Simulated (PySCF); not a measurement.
Job file and geometry (Å, from GFN2-xTB) of an NMR shielding run on `P(/C=C/C)(C)C1CC1`, C7H13P, PySCF, GIAO PBE0/pcSseg-1 NMR shielding, non-relativistic, gas phase; density fitting, a coarse starting grid and PySCF grid level 2 are the driver's defaults:

```
$ OMP_NUM_THREADS=1 python probes_run.py task.json out

{"job": {"kind": "nmr", "xc": "PBE0", "basis": "pcSseg-1"}, "charge": 0, "multiplicity": 1}
C      3.209743     0.905607    -0.117074
C      1.747562     0.692706     0.090128
C      1.218835    -0.369225     0.683803
P     -0.549093    -0.611241     1.028275
C     -0.662674    -2.375377     0.463101
C     -1.258804     0.171170    -0.476686
C     -1.810830     1.563380    -0.373238
C     -2.741889     0.405582    -0.513284
H      3.788325     0.075581     0.281322
H      3.429594     1.012253    -1.179587
H      3.526665     1.823989     0.377396
H      1.105597     1.476632    -0.289853
H      1.861342    -1.139143     1.097193
H     -0.219040    -2.497546    -0.524057
H     -1.710826    -2.666439     0.431601
H     -0.146137    -3.014522     1.176836
H     -0.770736    -0.108217    -1.406438
H     -1.686320     2.230281    -1.214145
H     -1.758098     2.056320     0.586669
H     -3.258410     0.267722    -1.452027
H     -3.323727     0.117432     0.350325
```

Q: What does the program print?

A: 
```
coarse grid: 17288 points
cycle   1  E = -615.2486068759  dE =  9.080e-01  |g| = 4.651e-01  |ddm| = 4.096e+00
cycle   2  E = -615.2413678464  dE =  7.239e-03  |g| = 5.040e-01  |ddm| = 8.918e-01
cycle   3  E = -615.3075802202  dE = -6.621e-02  |g| = 3.883e-02  |ddm| = 4.803e-01
cycle   4  E = -615.3078647243  dE = -2.845e-04  |g| = 2.179e-02  |ddm| = 7.811e-02
cycle   5  E = -615.3079792041  dE = -1.145e-04  |g| = 4.963e-03  |ddm| = 2.547e-02
cycle   6  E = -615.3079847597  dE = -5.556e-06  |g| = 1.699e-03  |ddm| = 7.005e-03
final grid: 160224 points
cycle   7  E = -615.3577645571  dE = -4.795e-05  |g| = 1.027e-02  |ddm| = 4.566e-02
cycle   8  E = -615.3577544344  dE =  1.012e-05  |g| = 1.214e-02  |ddm| = 1.948e-02
cycle   9  E = -615.3577916968  dE = -3.726e-05  |g| = 8.792e-04  |ddm| = 1.118e-02
cycle  10  E = -615.3577918673  dE = -1.705e-07  |g| = 3.655e-04  |ddm| = 1.181e-03
cycle  11  E = -615.3577919005  dE = -3.320e-08  |g| = 8.170e-05  |ddm| = 3.765e-04
cycle  12  E = -615.3577919022  dE = -1.663e-09  |g| = 2.171e-05  |ddm| = 1.217e-04
cycle  13  E = -615.3577919023  dE = -1.080e-10  |g| = 6.382e-06  |ddm| = 2.373e-05
converged SCF energy = -615.3577919023

GIAO shielding tensors (ppm)
atom      isotropic    diamagn.    paramagn.     s11        s22        s33       span
  0 C      161.865     246.978     -85.112    148.454    150.845    186.297     37.843
  1 C       46.689     258.235    -211.545    -68.341     46.562    161.848    230.190
  2 C       44.057     265.348    -221.291    -63.570     60.277    135.465    199.034
  3 P      353.407     968.436    -615.029    293.880    358.283    408.060    114.180
  4 C      170.410     254.024     -83.614    158.963    166.276    185.991     27.027
  5 C      170.613     252.651     -82.038    139.688    151.880    220.269     80.581
  6 C      180.143     252.496     -72.352    149.418    178.310    212.702     63.284
  7 C      184.347     257.117     -72.770    153.229    180.780    219.033     65.803
  8 H       29.879      29.115       0.764     26.149     29.320     34.167      8.017
  9 H       29.645      28.653       0.992     25.638     27.828     35.469      9.832
 10 H       29.644      27.529       2.115     25.680     27.425     35.827     10.147
 11 H       25.385      36.819     -11.434     21.398     22.543     32.215     10.816
 12 H       25.632      34.980      -9.348     22.863     24.506     29.527      6.664
 13 H       30.500      32.839      -2.340     26.767     28.789     35.943      9.176
 14 H       30.462      31.178      -0.716     25.329     28.908     37.147     11.818
 15 H       30.625      31.074      -0.449     26.135     27.489     38.251     12.115
 16 H       31.245      35.025      -3.781     25.587     28.860     39.286     13.699
 17 H       30.924      31.463      -0.538     25.626     26.102     41.045     15.420
 18 H       31.290      32.038      -0.748     25.758     28.215     39.896     14.137
 19 H       31.095      31.401      -0.306     25.277     26.397     41.612     16.335
 20 H       31.410      32.353      -0.943     25.154     28.588     40.489     15.335
```

Size and cost of the density-fitted run: 208 basis functions, 36 s wall time on 1 thread of an Arm Neoverse V1, shared host; peak memory 1 GiB.
